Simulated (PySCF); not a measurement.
PySCF 2.14 output of an unrestricted revPBE calculation on a single atom or ion in aug-cc-pwCVDZ-PP with ECP10MDF, with a scalar-relativistic core potential:

```
SCF conv_tol = 1e-09
number electrons alpha = 11  beta = 8
    Y. Zhang and W. Yang.,  Phys. Rev. Lett. 80, 890 (1998)
    J. P. Perdew, K. Burke, and M. Ernzerhof.,  Phys. Rev. Lett. 77, 3865 (1996)
    J. P. Perdew, K. Burke, and M. Ernzerhof.,  Phys. Rev. Lett. 78, 1396 (1997)
cycle= 1 E= -257.663723001159  delta_E= -0.00488  |g|= 0.101  |ddm|= 2.21
cycle= 2 E= -257.663396902322  delta_E= 0.000326  |g|= 0.109  |ddm|= 0.781
cycle= 3 E= -257.665290260066  delta_E= -0.00189  |g|= 0.000737  |ddm|= 0.417
cycle= 4 E= -257.665290358577  delta_E= -9.85e-08  |g|= 2.24e-05  |ddm|= 0.00502
cycle= 5 E= -257.665290358726  delta_E= -1.49e-10  |g|= 1.72e-06  |ddm|= 6.26e-05
converged SCF energy = -257.665290358726  <S^2> = 3.7502526  2S+1 = 4.0001263
```

The run itself started from symmetry-adapted Hartree-Fock orbitals and held the occupation by maximum overlap, on a logarithmic radial grid, so the iterations belong to that start.

Question: Which element, charge and spin multiplicity is this?

Answer: Ga²⁺ (gallium, charge +2), multiplicity 4; the state was [Ar] 3d9 4s1 4p1, one real determinant (an excited configuration).

⟨L²⟩ = 8.01 against 12 for a pure F term, so this real determinant mixes terms. Energies and moments cover only the electrons outside the core potential.
